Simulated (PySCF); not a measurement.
SMILES O/C=C\S, singlet at its PBE0/def2-SVP optimised geometry (Å):

```
8

O      1.4641    -1.0142     0.0000
C      0.1356    -1.0142     0.0000
C     -0.6531     0.0765     0.0000
S      0.0892     1.6807    -0.1077
H      1.7400    -0.0772    -0.0145
H     -0.2898    -2.0234     0.0010
H     -1.7400    -0.0183    -0.0140
H      0.0398     2.0234     1.2037
```

Level of theory: PBE0/def2-TZVP (PySCF 2.14.0). Cells within 0.4 Å of a nucleus heavier than hydrogen are left out (blank, or x).

Map of the Laplacian of the electron density (e/bohr⁵), clipped to [-1.50, 1.50] on the plane z = 0.0 Å:

```
|5555555555555555555555555555555|
|5555555555555555555555555555555|
|5555555555555555555555555555555|
|5555555555555555555555555555555|
|5555555555555555555555555555555|
|5555555555555555555555555555555|
|5555555555555555555555555555555|
|5555555555555544455555555555555|
|5555555555555479945555555555555|
|555555555555549xx94555555555555|
|555555555555549xx94555555555555|
|5555555555555459934555555555555|
|5555555555555433455555555555555|
|5555555555554334555555555555555|
|555555555443xx75555555555555555|
|555555555001xxx5555530555555555|
|5555555554446x14556630555555555|
|5555555555555412556503655555555|
|555555555555554xx22xxx755555555|
|555555555555554xx34xxx655555555|
|5555555555555520456646655555555|
|5555555555555402555666555555555|
|5555555555555403555555555555555|
|5555555555555555555555555555555|
|5555555555555555555555555555555|
|5555555555555555555555555555555|
|5555555555555555555555555555555|
|5555555555555555555555555555555|
|5555555555555555555555555555555|
|5555555555555555555555555555555|
|5555555555555555555555555555555|
```
Scale: ten equal steps from -1.50 (start of '0') to 1.50 (end of '9'), in the order '0123456789'; x runs from -4.50 to 4.50, y from -4.50 (bottom) to 4.50 (top).
